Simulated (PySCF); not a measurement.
# Fractional electron number in Zr (zirconium, neutral)

The 5s beta orbital of [Kr] 4d2 5s2 is emptied in steps (occupation f), with all orbitals relaxed, ending at [Kr] 4d2 5s1. Calculation: PySCF 2.14, in def2-TZVPPD with the def2 core potential (28 electrons) (6s4p3d2f1g, 56 functions); scalar relativity through the core potential. The exact energy is a straight line in f; departures are measured from the line between the end points of the same method.

| f | PBE0 (eV) | r2SCAN (eV) | LC-wPBE (eV) |
| --- | --- | --- | --- |
| 1 | 0.000 | 0.000 | 0.000 |
| 0.75 | -0.322 | -0.373 | 0.030 |
| 0.5 | -0.430 | -0.474 | 0.035 |
| 0.25 | -0.320 | -0.328 | 0.023 |
| 0 | 0.000 | 0.000 | 0.000 |

```tsv
method	E(f=0) − E(f=1) (eV)	−ε at f=1 (eV)	−ε at f=0.5 (eV)
PBE0	6.310	4.593	6.312
r2SCAN	6.155	4.107	6.259
LC-wPBE	6.079	6.249	6.057
```

Orbital energy along the path (eV):

```csv
f,PBE0,r2SCAN,LC-wPBE
1,-4.593,-4.107,-6.249
0.75,-5.449,-5.220,-6.147
0.5,-6.312,-6.259,-6.057
0.25,-7.188,-7.176,-6.010
0,-7.687,-7.237,-5.916
```

Reference removal energy between the ground levels: 6.634 eV (measured; NIST Atomic Spectra Database, ionization energies). The calculation has no spin-orbit coupling.
